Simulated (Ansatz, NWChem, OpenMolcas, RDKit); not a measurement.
BNH3F3 (SMILES [NH3+][B-](F)(F)F): the HOMO–LUMO gap, rung by rung

BNH3F3 has 8 atoms, charge 0, and is taken as a singlet. As SMILES, `[NH3+][B-](F)(F)F`. The shape is that of a PBE0-D4/def2-TZVP optimisation.

Quantity: the HOMO–LUMO gap, in eV. The values are calculated.

```
            level                    kind     program  value (eV)   CPU time
  extended Hückel          semi-empirical       RDKit       16.56  under 2 s
       HF/cc-pVDZ            Hartree–Fock  OpenMolcas       18.51      6.5 s
    SVWN5/cc-pVDZ                     LDA      Ansatz        7.15      3.9 s
     BLYP/cc-pVDZ                     GGA  OpenMolcas        6.82       27 s
      PBE/cc-pVDZ                     GGA  OpenMolcas        7.04       28 s
    M06-L/cc-pVDZ                meta-GGA  OpenMolcas        8.36       39 s
    BHLYP/cc-pVDZ           global hybrid  OpenMolcas       13.07       27 s
CAM-B3LYP/cc-pVDZ  range-separated hybrid      NWChem       12.54       61 s
  wB97M-V/cc-pVDZ  range-separated hybrid      Ansatz       14.40       65 s
 PBE-QIDH/cc-pVDZ           double hybrid      Ansatz       15.48       10 s
```

The values span 6.82 to 18.51 eV. Orbital gaps aren't excitation energies, and those of double hybrids come from the SCF part alone; they tend to grow with the share of exact exchange. Times are those of the runs behind each value, whatever else they computed, on shared processors of several kinds: orders of magnitude only.
